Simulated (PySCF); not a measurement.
**Relaxation of singlet SnCl4**

Level of theory: PBE0 in PySCF with Sn def2-SVP with ECP28, Cl def2-SVP; scalar-relativistic core potentials, no spin–orbit coupling; density-fitted integrals. A (50,194) grid was used.

A hand-made square planar start, of D4h symmetry, held to at least that symmetry:

```xyz
5
charge 0 multiplicity 1, angstrom
Sn    0.0000    0.0000    0.0000
Cl    2.3900    0.0000    0.0000
Cl    0.0000    2.3900    0.0000
Cl   -2.3900    0.0000    0.0000
Cl    0.0000   -2.3900    0.0000
```

Optimiser trace:
| step | E − E(last) (kJ/mol) | largest gradient (Eh/bohr) |
| --- | --- | --- |
| 0 | 3.55 | 0.00985 |
| 1 | 0.24 | 0.00269 |
| 2 | 0.00 | 0.00023 |
| 3 | 0.00 | 0.00000 |

It ends at D4h with Sn–Cl 2.355 Å (×4); Cl–Sn–Cl 90.0° (×4), Cl–Sn–Cl 180.0° (×2). A frequency run shows 1 imaginary mode, down to 88i cm⁻¹, so it is a saddle point.
